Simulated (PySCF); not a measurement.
Be(NMe2)(SiH3) (C2H9BeNSi), SMILES [SiH3][Be][N](C)C.

The structure is a stationary point at B3LYP-D3(BJ)/def2-SVP. Other conformers were not sampled.

Calculation: C-PCM-PBE0/def2-SVP (PySCF).

The values are the electrostatic part of the solvation free energy, E(continuum) − E(gas) at the gas-phase geometry, in a cavity of scaled van der Waals radii (PySCF's table); cavitation and dispersion terms are not included. A continuum can't describe solvent molecules that bind to the metal. In vacuum the orbital gap is 5.80 eV. The dipole moment in vacuum is 2.34 D.

Computed values in water (ε = 78.36), diethylether (ε = 4.24), tetrahydrofuran (ε = 7.43):
```tsv
solvent	ε	ΔG(elec) (kcal/mol)	dipole (D)	gap (eV)
water	78.36	-3.1	2.82	5.88
diethylether	4.24	-2.3	2.70	5.86
tetrahydrofuran	7.43	-2.6	2.76	5.87
```
